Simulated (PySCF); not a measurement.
One molecule, one basis, several functionals.

Species: C2H7AlClFO.
Atom-mapped SMILES: `[CH3:1][O+:2]([CH2:3][F:4])[AlH2-:5][Cl:6]` (hydrogens: H7, H8, H9 on C1; H10, H11 on C3; H12, H13 on Al5)

Torsions of this conformer, `[CH3:1][O+:2]([CH2:3][F:4])[AlH2-:5][Cl:6]`: C1–O2–C3–F4 -69°, C1–O2–Al5–Cl6 2°.

PySCF, def2-SVPD basis, density fitting, gas phase, PBE0-D3(BJ)/def2-SVP geometry; singlet excitations by full TDDFT with frozen cores, triplets by Tamm–Dancoff TDDFT and ionisation energies by ΔSCF, from the lowest of the holes tried. One functional is left out:

| functional | exact exchange (%) | HOMO energy (eV) | LUMO energy (eV) | lowest singlet excitation (eV) | lowest triplet excitation (eV) | dipole moment (D) | mean polarisability (au) | vertical ionisation energy (eV) |
| --- | --- | --- | --- | --- | --- | --- | --- | --- |
| LDA | 0 | -6.48 | -0.97 | 5.61 | 5.37 | 4.739 | 79.3 | 9.46 |
| PBE | 0 | -6.44 | -0.70 | 5.81 | 5.53 | 4.769 | 77.8 | 9.40 |
| B3LYP | 20 | -7.51 | -0.13 | 6.41 | 6.06 | 4.884 | 74.7 | 9.80 |
| BHandHLYP | 50 | -8.93 | 0.63 | 7.05 | 6.54 | 4.981 | 71.2 | 10.10 |

Question: Predict the row of PBE0 (25 % exact exchange) by straight lines through the other rows, and check it.

Answer: 
```tsv
property	line	computed	computed − line	B3LYP (20 %), for comparison
HOMO energy (eV)	-7.71	-7.72	-0.01	-7.51
LUMO energy (eV)	-0.07	0.11	+0.18	-0.13
lowest singlet excitation (eV)	6.42	6.51	+0.09	6.41
lowest triplet excitation (eV)	6.04	6.05	+0.01	6.06
dipole moment (D)	4.878	4.874	-0.004	4.884
mean polarisability (au)	74.6	74.1	-0.5	74.7
vertical ionisation energy (eV)	9.79	9.84	+0.05	9.80
```
